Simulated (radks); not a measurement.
The numbers below are computed, except where a source is named.
Spherical jellium clusters: N electrons in a uniform positive sphere of charge N and radius rs N^(1/3), rs = 4.58 bohr. Level of theory: non-relativistic Kohn-Sham, PBE, spin-polarised, spherical densities (a radial shooting solver with Libxc functionals). Levels are named by radial order and angular momentum (1s, 1p, 1d, 2s, ...), and open shells are averaged over m.

N = 3, configuration 1s2 1p(up 1, down 0). This is the lowest configuration that the search found. Occupied and some empty levels:

level,occupation,eigenvalue (eV),<r> (bohr)
1s up,1,-3.5090,4.943
1s down,1,-3.2135,4.648
1p up,1,-2.0737,6.301
1p down,0,-1.6122,6.316
1d up,0,-0.56439,8.527

Energy (eV): total -4.66163, kinetic 4.2799, external -42.816, Hartree 20.810, exchange-correlation -9.1809, background 22.245.
